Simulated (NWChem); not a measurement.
A series in which one site is exchanged, each optimised at PBE0/def2-SVP with NWChem, gas phase unless a solvent is named. All stand in one matching conformer (torsions within 35°), which need not be the lowest. For some, no frequency run checked for a minimum. def2 effective core potentials on Cd, I; no spin-orbit coupling.

A: [SH][Cd][F] (CdHSF; site = F)
B: [SH][Cd][I] (CdHSI; site = I)
C: [SH][Cd][Cl] (CdHSCl; site = Cl)
D: [CdH][SH] (CdH2S; site = H)

```
quantity                                           A  B     C     D
----------------------------------------------  ----  -  ----  ----
dipole (D), PBE0/def2-SVP                       1.60  …  1.43  1.50
orbital gap (eV), PBE0/def2-SVP                 5.79  …  5.73  6.14
static polarisability, B3LYP/def2-SVPD (bohr³)  51.8  …  69.2  56.9
```

Task: Complete the blanks.

Result: 
- dipole (D), PBE0/def2-SVP, B: 1.09
- orbital gap (eV), PBE0/def2-SVP, B: 5.44
- static polarisability, B3LYP/def2-SVPD (bohr³), B: 95.5
